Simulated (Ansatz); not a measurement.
Born–Oppenheimer molecular dynamics of CH₇NO₃Si (13 atoms, charge 0, multiplicity 1). It starts from a rough guess of a transition structure, not a stationary point.

Computed with Ansatz, UKS r2SCAN-D4/STO-3G.

```yaml
ensemble: NVE (velocity Verlet)
time_step: 0.5 fs
steps_asked: 104
starting_velocities_drawn_for: 100 K
seed: 31075
```

First frame:

```xyz
13
Properties=species:S:1:pos:R:3
Si -0.309 -0.506 -0.481
N 1.387 0.675 -0.025
O -0.778 -0.988 0.936
C -0.646 0.330 1.514
H 0.557 0.833 1.036
O 0.176 -1.674 -1.503
O -1.276 0.502 -1.288
H 1.443 1.489 -0.621
H 2.269 0.180 -0.076
H -1.522 0.930 1.286
H -0.600 0.181 2.595
H 0.509 -2.488 -1.131
H -1.211 0.538 -2.240
```

(1) How far do the bonds stretch over the last three quarters of this one trajectory? (Pairs bonded in most of those frames.)

Results:

(1) 
```json
{"bond": "Si1–N2", "mean (Å)": "1.806", "spread (Å)": "0.112", "shortest": "1.64", "longest": "1.97"}
{"bond": "Si1–O3", "mean (Å)": "1.744", "spread (Å)": "0.091", "shortest": "1.63", "longest": "1.87"}
{"bond": "Si1–O6", "mean (Å)": "1.733", "spread (Å)": "0.056", "shortest": "1.66", "longest": "1.81"}
{"bond": "Si1–O7", "mean (Å)": "1.722", "spread (Å)": "0.062", "shortest": "1.64", "longest": "1.81"}
{"bond": "N2–H8", "mean (Å)": "1.055", "spread (Å)": "0.027", "shortest": "1.01", "longest": "1.10"}
{"bond": "N2–H9", "mean (Å)": "1.059", "spread (Å)": "0.040", "shortest": "0.99", "longest": "1.12"}
{"bond": "O3–C4", "mean (Å)": "1.483", "spread (Å)": "0.046", "shortest": "1.39", "longest": "1.56"}
{"bond": "C4–H5", "mean (Å)": "1.137", "spread (Å)": "0.095", "shortest": "0.98", "longest": "1.28"}
{"bond": "C4–H10", "mean (Å)": "1.119", "spread (Å)": "0.047", "shortest": "1.04", "longest": "1.20"}
{"bond": "C4–H11", "mean (Å)": "1.113", "spread (Å)": "0.032", "shortest": "1.06", "longest": "1.17"}
{"bond": "O6–H12", "mean (Å)": "1.030", "spread (Å)": "0.037", "shortest": "0.97", "longest": "1.09"}
{"bond": "O7–H13", "mean (Å)": "1.031", "spread (Å)": "0.038", "shortest": "0.97", "longest": "1.09"}
```

Mean temperature of the second half: 1285 K. The conserved energy stayed within 1.1 meV per atom of its start (net change -0.71 meV per atom), so the integration is sound. The system heated up, since it started high on the potential surface and ran downhill. A run of 0.052 ps of so small a system gives no equilibrium averages. The orbitals stay closed-shell, which can raise the energy where a bond breaks towards radicals; this wasn't checked here. Limits of this set-up: minimal basis.

The run took 12 min on 1 thread of Arm Neoverse V2, on a shared host, peak memory 0.19 GiB.
